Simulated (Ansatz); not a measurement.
This singlet lies 1.00 eV below the relaxed triplet at the level frozen-core CCSD(T)/aug-cc-pVDZ // PBE0-D3(BJ)/def2-TZVPD (Ansatz, a quantum-chemistry and plane-wave program).

Species: C$_{2}$H$_{3}$AlN, SMILES `[CH3][Al-][C]#N` (lower singlet) (charge -1, multiplicity 1).

Q: Give a relaxed geometry from PBE0-D3(BJ)/def2-TZVPD run with Ansatz.

A: the end point of this relaxation (outside a Z-matrix the atoms follow the SMILES, hydrogens last).
Cartesian coordinates (Å) in one orientation:
```xyz
7

C     -1.082    -0.010    -0.026
Al     0.322    -0.090     1.447
C      1.916     0.015     0.107
N      2.877     0.068    -0.543
H     -2.105    -0.046     0.362
H     -0.955    -0.846    -0.730
H     -0.974     0.911    -0.617
```
